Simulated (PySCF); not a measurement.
Si(F)3(NHSiH3) (F3H4NSi2), SMILES F[Si](F)(N[SiH3])F.

Geometry optimised at B3LYP-D3(BJ)/def2-SVP. Other conformers were not sampled.

Method: PBE/def2-TZVP (PySCF).

Symmetry labels are those of the subgroup Cs that the program uses (full group Cs).

Computed valence orbital energies around the gap with their symmetry:
```csv
orbital,symmetry,energy (eV)
HOMO−7,A',-10.90
HOMO−6,A",-10.32
HOMO−5,A',-10.31
HOMO−4,A',-9.93
HOMO−3,A",-9.87
HOMO−2,A",-9.07
HOMO−1,A',-8.66
HOMO,A",-7.10
LUMO,A',-1.14
LUMO+1,A',0.12
LUMO+2,A",0.41
LUMO+3,A',0.46
```
